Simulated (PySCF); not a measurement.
C4H8GeOSi.
SMILES with atom numbers: `[GeH3:1][O:2][C:3]1=[CH:4][CH:5]=[CH:6][SiH2:7]1` (hydrogens: H8, H9, H10 on Ge1; H11 on C4; H12 on C5; H13 on C6; H14, H15 on Si7)

Theory: TDDFT CAM-B3LYP/def2-SVPD, vertical, gas phase, core orbitals frozen in the response (PySCF). The structure is a single PBE0-D3(BJ)/def2-SVP conformer in the gas phase; no vibrational or solvent corrections. The CAM-B3LYP/def2-SVPD calculation is non-relativistic and has no spin–orbit coupling, an omission that weighs most on germanium. Torsions of this conformer, `[GeH3:1][O:2][C:3]1=[CH:4][CH:5]=[CH:6][SiH2:7]1`: Ge1–O2–C3–C4 -179°.

Orbital energies (eV): HOMO-3 -10.34, HOMO-2 -9.91, HOMO-1 -9.45, HOMO -7.15, LUMO -0.10, LUMO+1 0.53, LUMO+2 0.80.

Lowest singlets, with some entries withheld (?). The highest level found (6.88 eV, f 0.0095 so far) is left out, since the window may have cut off a degenerate partner. Orbitals of the list HOMO-3 to LUMO+2 that lie within 0.01 eV of each other are written together with a slash and their weights summed (≥ marks a lower bound); for degenerate orbitals outside that list single weights are arbitrary.

```json
{"state": "S1", "ν̃ (cm⁻¹)": "31740", "f": "0.098", "main configurations (H = HOMO, L = LUMO)": "H→L (98%)"}
{"state": "S2", "ν̃ (cm⁻¹)": "40350", "f": "0.0002", "main configurations (H = HOMO, L = LUMO)": "H→L+1 (80%), H→L+2 (9%)"}
{"state": "S3", "ν̃ (cm⁻¹)": "44720", "f": "0.0002", "main configurations (H = HOMO, L = LUMO)": "H-1→L (85%)"}
{"state": "S4", "ν̃ (cm⁻¹)": "45080", "f": "0.0009", "main configurations (H = HOMO, L = LUMO)": "H→L+2 (42%), H→L+3 (39%), H-1→L (9%)"}
{"state": "S5", "ν̃ (cm⁻¹)": "?", "f": "0.0055", "main configurations (H = HOMO, L = LUMO)": "H→L+3 (47%), H→L+2 (31%), H→L+1 (11%)"}
{"state": "S6", "ν̃ (cm⁻¹)": "?", "f": "0.0032", "main configurations (H = HOMO, L = LUMO)": "H→L+5 (58%), H→L+4 (16%), H→L+6 (10%)"}
{"state": "S7", "ν̃ (cm⁻¹)": "?", "f": "0.0009", "main configurations (H = HOMO, L = LUMO)": "H-3→L (70%), H→L+4 (12%)"}
{"state": "S8", "ν̃ (cm⁻¹)": "?", "f": "0.0013", "main configurations (H = HOMO, L = LUMO)": "H→L+6 (34%), H-2→L (30%), H→L+10 (23%)"}
{"state": "S9", "ν̃ (cm⁻¹)": "?", "f": "0.0058", "main configurations (H = HOMO, L = LUMO)": "H→L+4 (42%), H→L+7 (24%), H-3→L (20%)"}
```

Problem. Fill in the withheld entries.

Solution. 
- S5: ν̃ = 47500 cm⁻¹
- S6: ν̃ = 50230 cm⁻¹
- S7: ν̃ = 52400 cm⁻¹
- S8: ν̃ = 52470 cm⁻¹
- S9: ν̃ = 52670 cm⁻¹

Problem. Where do the lowest triplets lie (Tamm–Dancoff)?

Solution. T1 2.40 eV, H→L (94%); T2 4.60 eV, H-2→L (46%), H→L+10 (30%); T3 4.86 eV, H→L+1 (80%); T4 5.16 eV, H-1→L (92%). E(S1) − E(T1) = +1.54 eV.

Problem. What is the mean static polarisability from the same response equations?

Solution. 105.9 au (15.69 Å³), with principal values 77.6, 107.5 and 132.5 au.

Problem. How far apart are S1 and S2, in eV and cm⁻¹?

Solution. 5.003 − 3.936 = 1.067 eV, or about 8610 cm⁻¹.

All these states lie below the vertical ionisation energy of 7.74 eV (ΔSCF).

Hardware: one thread of an Arm Neoverse V1, on a shared host. Cost: 3.2 min of wall time (grids of density and orbitals included), 1.1 GiB resident at most.
